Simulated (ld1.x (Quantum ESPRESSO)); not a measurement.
## Sn, RRKJ: configuration errors across variants

Sn, norm-conserving RRKJ (Kleinman–Bylander form), made with ld1.x (Quantum ESPRESSO) 7.5 (PBE, scalar-relativistic). Core [Kr] 4d10, reference 5s1.75 5p2.25. Waves: 5s (bound): rc 2.10 bohr; 5p (bound): rc 2.25 bohr. Local part: the p channel. Core correction: Bessel-smoothed model core inside 1.35 bohr. rho0 = 0.005.

All-electron excitation energies from the reference (eV): (1) 5s2 5p2 -1.722; (2) 5s2 5p1 5.153; (3) 5s2 5p0 19.105; (4) 5s1 5p3 5.257; (5) 5s1 5p0 50.077; (6) 5s0 5p4 12.464; (7) 5s2 5p2.3 -2.571.

Tests that are not counted but printed errors over 1 eV. “wave 5p (bound): rc 2.25 bohr becomes 5p (bound): rc 3.38 bohr”: 5s2 5p2.3 (solver errors, printed error -44.3 eV); 5s2 5p2 (solver errors, printed error -17.1 eV); 2 more.

A true bound ghost makes a file unfit for plane-wave use even where its test errors are small: the radial tests pick states by their node count and pass the ghost by. Where a test does run into it, the solver fails or the error is huge.

Errors AE − PS in meV (a dash: test not solved or not reliable):

```csv
change,(1),(2),(3),(4),(5),(6),(7),bound ghosts
base,-0.6,-5.2,-50,-7.9,-289,-43,-0.8,none
wave 5p (bound): rc 2.25 bohr becomes 5p (bound): rc 1.54 bohr,-0.6,-2.8,-75,-7.7,-348,-40,-0.1,s
wave 5p (bound): rc 2.25 bohr becomes 5p (bound): rc 1.70 bohr,-0.4,-4.4,-61,-5.6,-332,-25,-0.5,s
wave 5p (bound): rc 2.25 bohr becomes 5p (bound): rc 1.92 bohr,-0.8,-6.5,-73,-7.7,-365,-34,-1.3,s
wave 5p (bound): rc 2.25 bohr becomes 5p (bound): rc 2.36 bohr,-0.7,-5.3,-50,-8.0,-290,-43,-0.8,none
wave 5p (bound): rc 2.25 bohr becomes 5p (bound): rc 2.62 bohr,-0.5,-4.9,-48,-7.1,-286,-38,-0.7,none
wave 5p (bound): rc 2.25 bohr becomes 5p (bound): rc 2.92 bohr,-0.2,-3.8,-42,-4.6,-262,-26,-0.2,none
wave 5p (bound): rc 2.25 bohr becomes 5p (bound): rc 3.06 bohr,+0.1,-2.5,-29,-2.5,-204,-18,+0.3,none
wave 5p (bound): rc 2.25 bohr becomes 5p (bound): rc 3.38 bohr,–,-36,–,-13,–,+0.2,–,s
```

Question: Give the same row for: wave 5p (bound): rc 2.25 bohr becomes 5p (bound): rc 2.16 bohr.

Answer: -0.6, -5.0, -48, -7.6, -284, -41, -0.7; bound ghosts: none.
